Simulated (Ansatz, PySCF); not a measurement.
This PySCF input computes a CCSD(T)/cc-pVDZ energy:

```python
from pyscf import gto, scf, mp, cc as ccmod

mol = gto.M(
    atom='''
    B    -0.00000000   -0.00000000   -0.73649529
    N     0.00000000    0.00000000    0.52606806
    ''',
    basis='cc-pvdz',
    charge=0,
    spin=0,
    verbose=4,
)

mf = scf.RHF(mol)
mf.conv_tol = 1e-10
mf.max_cycle = 100
mf.kernel()
mp2 = mp.MP2(mf, frozen=2).run()
cc = ccmod.CCSD(mf, frozen=2)
cc.max_cycle = 100
cc.kernel()
et = cc.ccsd_t()
print(f'E(CCSD(T)) = {cc.e_tot + et:.9f}')
```

Question: Write an input for the same energy in Ansatz (a program for electronic structure) and say what it gives.

Answer: 
Ansatz 0.2 input:
```yaml
crystal:
  periodic: [false, false, false]
  atoms:
    - {symbol: B, position_ang: [-0.00000000, -0.00000000, -0.73649529]}
    - {symbol: N, position_ang: [0.00000000, 0.00000000, 0.52606806]}
basis:
  gaussian:
    orbitals: cc-pVDZ
magnetization: {spin_polarized: false}
correlation: {method: ccsd_t, electrons: outside_noble_gas}
```
It gives -79.20534 Eh, and PySCF -79.20534 Eh, a difference of 0.00 mEh.

This is an excited singlet: at this geometry the triplet lies 0.76 eV lower at wB97M-V/def2-TZVPD.
